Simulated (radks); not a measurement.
Values are calculated unless marked as measured or tabulated.
Question: These are the eigenvalues of the occupied orbitals of an atom or ion with whole-number occupations (Ry). Level of theory: scalar-relativistic Kohn-Sham, PBEsol, spin-polarised, spherical densities, finite nucleus; Fermi nuclear charge, rms radius of each element as measured or else 0.836 A^(1/3) + 0.57 fm (a radial shooting solver on a logarithmic mesh with Libxc functionals).

orbital  eigenvalue
1s up     -1881.209
1s down   -1881.072
2s up     -362.7507
2s down   -362.6470
2p up     -336.7927
2p down   -336.6485
3s up     -133.0001
3s down   -132.6254
3p up     -124.6641
3p down   -124.2844

Which element is it, and in what charge state? The configuration may be excited. Open shells, if any, are filled with parallel spins first.

Answer: Z = 46, palladium, charge +29: Pd29+ in [Ne] 3s2 3p5. The list shows which subshells hold electrons but not how many an open one holds; the 1s level, -940.6 hartree, gives Z - s = 43.4 by -(Z - s)^2/2, which with screening and relativity narrows Z to a few neighbours, and the depths of the outer levels then fix element, charge and occupations together.
